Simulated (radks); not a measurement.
The numbers below are computed, except where a source is named.
Mean orbital radii <r> (bohr) of the dysprosium ion Dy+, [Xe] 4f10 6s1, at several levels of relativity; Dirac values are averaged over j with weights 2j + 1. Spin-unpolarised spherical Kohn-Sham, PBE, point nucleus unless stated (finite: rms radius 5.2218 fm), a radial shooting solver on a logarithmic mesh with Libxc functionals. A level marked "c x" has the speed of light scaled by that factor and shares open shells by 2j + 1; other Dirac levels either fill j = l - 1/2 first or share by 2j + 1.

shell,non-rel.,"scalar-rel., finite nucleus","Dirac, 2j+1 shares, finite nucleus","Dirac, c x 0.85","change of magnitude, last against first (%)"
3s,0.2511,0.2345,0.2341,0.2270,-9.63
3p,0.2409,0.2334,0.2327,0.2294,-4.79
3d,0.2132,0.2121,0.2121,0.2118,-0.67
4s,0.5663,0.5300,0.5299,0.5148,-9.08
4p,0.5789,0.5616,0.5608,0.5536,-4.36
4d,0.6112,0.6098,0.6101,0.6100,-0.20
5s,1.403,1.301,1.302,1.260,-10.21
5p,1.591,1.543,1.541,1.520,-4.43
4f,0.8270,0.8749,0.8759,0.9003,+8.87
6s,3.966,3.717,3.719,3.605,-9.10
5d (empty),2.695,2.799,2.801,2.836,+5.26
6p (empty),4.907,4.829,4.822,4.776,-2.67
